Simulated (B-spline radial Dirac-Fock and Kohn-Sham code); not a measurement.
Calculated with a B-spline atomic structure program, using Dirac-Fock energy differences between relaxed states, corrected for Breit and QED terms. Free neutral atoms.

**Question.** Order these X-ray lines by photon energy, lowest first.
A. K Kα2
B. Ce Lα1
C. V Kβ1
D. Pm Lβ3
E. Xe Lℓ
F. La Lη

**Answer.** A (3310.9 eV), E (3635.7 eV), F (4523.1 eV), B (4839.5 eV), C (5425.9 eV), D (6072.8 eV).
